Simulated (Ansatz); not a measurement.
`CC(F)C[SiH3]` and `CC(F)[SiH2][SiH3]` differ in one atom or group.

Ansatz, PBE0-D4/def2-TZVP geometries, multiplicity 1. Each molecule was computed in one conformer, which needn't be the lowest.

```csv
property,`CC(F)C[SiH3]`
size of the dipole moment (ωB97M-V/def2-TZVPP) / D,2.14
HOMO–LUMO gap (PBE0/def2-TZVPP) / eV,9.50
size of the dipole moment (PBE/def2-TZVPP) / D,2.08
HOMO energy (PBE0/def2-TZVPP) / eV,-8.80
HOMO–LUMO gap (ωB97M-V/def2-TZVPP) / eV,13.23
HOMO energy (PBE/def2-TZVPP) / eV,-7.44
```

Q: Give the same properties after the change, and the shifts. (Best estimate.)

A: The calculation gave: 
| property | `CC(F)[SiH2][SiH3]` | shift |
| --- | --- | --- |
| size of the dipole moment (ωB97M-V/def2-TZVPP) / D | 1.62 | -0.52 |
| HOMO–LUMO gap (PBE0/def2-TZVPP) / eV | 8.12 | -1.38 |
| size of the dipole moment (PBE/def2-TZVPP) / D | 1.54 | -0.54 |
| HOMO energy (PBE0/def2-TZVPP) / eV | -8.09 | 0.71 |
| HOMO–LUMO gap (ωB97M-V/def2-TZVPP) / eV | 11.92 | -1.31 |
| HOMO energy (PBE/def2-TZVPP) / eV | -6.81 | 0.63 |

With PBE0 the HOMO rises by 0.71 eV and the LUMO falls by 0.68 eV, so the gap narrows by about 1.39 eV. PBE moves the HOMO by 0.63 eV and ωB97M-V by 0.87 eV. Dipoles are sizes alone; their direction can turn.

Positive LUMOs are unbound, so they and the gaps depend on the basis.
